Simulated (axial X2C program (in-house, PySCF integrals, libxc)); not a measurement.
SnOH⁻: properties at the nuclei

Calculated with an axial X2C code built on PySCF integrals: two-component X2C with atomic mean-field Coulomb and Gaunt terms, Gaussian nuclei, basis Sn dyall-v3z, O dyall-av3z, H dyall-v3z with contracted cores.

Sn–O–H held linear, with bonds 2.057 and 0.950 Å (near the PBE0 minimum at charge -1 of the determinant lowest at the starting distance; the state shown can have its own minimum elsewhere, held linear; other orders of the atoms were not compared).

Input and command:
```json
{"zs": [50, 8, 1], "q": -1, "bas": ["dyall-v3z", "dyall-av3z", "dyall-v3z"], "r0": [2.03, 0.96], "symm": 0, "scan": ["PBE0", "HF", "r2SCAN"], "levels": ["PBE0", "HF", "PBE"], "nst": 2}
```
```bash
python solin.py task.json out
```

Keys: zs atomic numbers; q charge; bas basis sets; r0 starting distance in Å; symm equal bonds; scan levels of the two-bond scan; levels methods; nst determinants followed.

Determinant lowest in the PBE0 search, Ω = 1 (⟨Sz⟩ = 1.00, ⟨Lz⟩ = 0.00 at PBE0), spin on the atoms Sn 1.03, O -0.03, H 0.00:

| level | Eeff magnitude (GV/cm) | Ws magnitude Sn (kHz) | A∥/gI Sn (MHz) | qzz Sn (a.u.) | A∥/gI O (MHz) | qzz O (a.u.) | A∥/gI H (MHz) | qzz H (a.u.) |
| --- | --- | --- | --- | --- | --- | --- | --- | --- |
| PBE0 | 0.121 | 0.188 | -838 | 2.68 | -11.5 | 1.80 | 0.226 | 0.55 |
| HF | 2.67 | 1.67 | -946 | 2.51 | 16.4 | 1.86 | 0.34 | 0.55 |
| PBE | 0.319 | 0.0683 | -782 | 2.62 | -19.5 | 1.76 | 0.24 | 0.55 |

Determinant 0.41 eV from it at PBE0 and this distance, Ω = 0 (closed shell), highest spinor 85% Sn p, 8% O p, 3% Sn d:

| level | qzz Sn (a.u.) | qzz O (a.u.) | qzz H (a.u.) |
| --- | --- | --- | --- |
| PBE0 | 2.90 | 1.78 | 0.55 |
| HF | 2.66 | 1.84 | 0.55 |
| PBE | 2.88 | 1.74 | 0.55 |

Eeff is the effective electric field on the electron electric dipole moment in this Ω state and Ws the scalar–pseudoscalar constant of the nucleus named (defined with the proton number Z and per Ω); A∥ (defined per Ω) follows by multiplying with gI = μI/(I μN); qzz is the electric field gradient, eQq0 = 234.96 MHz × Q/barn × qzz. The operators were transformed with the bare-nucleus X2C matrices; with these basis sets, hyperfine constants and field gradients can be off by tens of per cent, and where levels differ in sign neither size nor sign is settled.

Q: With gI(119Sn) = -2.0946, Q(17O) = -0.02558 barn, gI(1H) = 5.5857 (g factors from the IAEA table of nuclear moments by Stone; Q from Pyykkö, Mol. Phys. 2018), turn the PBE0 values of the first state into constants in MHz.

A: A∥(119Sn) = -838 × -2.0946 = 1760 MHz; eQq0(17O) = 234.96 × (-0.02558) × (1.80) = -10.8 MHz; A∥(1H) = 0.226 × 5.5857 = 1.26 MHz.

The molecule was held linear; bending was not examined, so a bent shape may lie lower.

Each state is one determinant with collinear spin, which with several unpaired electrons need not be a pure state. Unrestricted Hartree–Fock can overshoot spin polarisation at the nuclei. In the state Ω = 1 the sign of Eeff differs between levels (PBE against PBE0). For an anion, determinants above electron detachment, or with a positive highest level, are held by the basis set. A closed determinant beside an open π² or δ² triplet, such as (π1/2)², mixes with its partner pair into the 0⁺ component of the triplet and ¹Σ⁺, so its energy is not that of a level, and 0⁺ can lie lowest. With several open shells hyperfine constants can be off by a factor of several. Where Eeff spreads by more than a factor of two the levels disagree and none is to be relied on. Open-shell Ω = 0 determinants with evenly filled partner blocks cannot be reached by this program, so the Ω shown need not be the lowest component. States lie within half an eV, so the first need not be the ground state. The sign of Ws at Sn differs between levels in the first state. PBE0 term energies can be off by some tenths of an eV.
